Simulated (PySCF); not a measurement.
Two species compared at the same levels of theory.

First species: C₇H₁₁ClO.
Atom-mapped SMILES: `[CH3:1]/[C:2](=[CH:3]/[CH:4]([CH3:5])[CH3:6])[C:7](=[O:8])[Cl:9]` (hydrogens: H10, H11, H12 on C1; H13 on C3; H14 on C4; H15, H16, H17 on C5; H18, H19, H20 on C6)

Structure used (GFN2-xTB), in Å, numbered top down from 1:
```
atom  x, y, z in Å
C1     2.612   -0.030    0.828
C2     1.388   -0.113   -0.034
C3     0.156   -0.108    0.503
C4    -1.161   -0.163   -0.194
C5    -2.198   -0.872    0.676
C6    -1.606    1.274   -0.500
C7     1.557   -0.222   -1.479
O8     0.744   -0.086   -2.339
Cl9    3.222   -0.632   -1.969
H10    3.175   -0.961    0.784
H11    3.265    0.770    0.484
H12    2.333    0.161    1.860
H13    0.090   -0.036    1.583
H14   -1.061   -0.694   -1.144
H15   -1.873   -1.882    0.915
H16   -2.356   -0.330    1.606
H17   -3.147   -0.934    0.150
H18   -2.577    1.265   -0.988
H19   -0.890    1.752   -1.162
H20   -1.681    1.853    0.418
```

Second species: C5H11NOSi2.
InChI=1S/C5H11NOSi2/c1-4-5-9(7-3)8-6-2/h9H,2,8H2,1,3H3/t9-/m0/s1

Levels: PBE0/pcSseg-1 for dipole moment, HOMO energy, LUMO energy and HOMO–LUMO gap; GFN2-xTB for rotational constant A and rotational constant C. Geometries: GFN2-xTB. All species are isolated and taken at one optimised geometry, non-relativistic unless stated; the electronic structure was computed with PySCF and density fitting.

Dipoles, sizes and rotational constants follow the conformer. The torsions of the flexible species, by atom-mapped SMILES:
- `[CH3:1]/[C:2](=[CH:3]/[CH:4]([CH3:5])[CH3:6])[C:7](=[O:8])[Cl:9]`: C2–C3–C4–C5 149°, C1–C2–C7–O8 -167°
- `[CH2:1]=[N:2][SiH2:3][Si@@H:4]([C:5]#[C:6][CH3:7])[O:8][CH3:9]`: C1–N2–Si3–Si4 -114°, N2–Si3–Si4–C5 72°, Si3–Si4–O8–C9 -176°

(1) Which of the two has the higher rotational constant A, and by how much?

(2) Which has the higher dipole moment?

(3) Which has the higher HOMO energy?

(4) Which has the higher HOMO–LUMO gap?

(5) Which of the two has the higher rotational constant C, and by how much?

(6) Which of the two has the higher LUMO energy, and by how much?

Results:

(1) The first: 2.571 GHz against 1.115 GHz, a difference of 1.456 GHz.

(2) The first: 3.40 D against 2.91 D, a difference of 0.49 D.

(3) The second: -6.80 eV against -7.85 eV, a difference of 1.05 eV.

(4) The second: 6.07 eV against 5.88 eV, a difference of 0.19 eV.

(5) The first: 0.656 GHz against 0.490 GHz, a difference of 0.166 GHz.

(6) The second: -0.73 eV against -1.97 eV, a difference of 1.24 eV.

On the first: The dipole equals about 11.3 × 10⁻³⁰ C·m (1 D = 3.33564 × 10⁻³⁰ C·m).

On the second: In atomic units the dipole is 1.15 e·bohr (1 au = 2.5417 D).
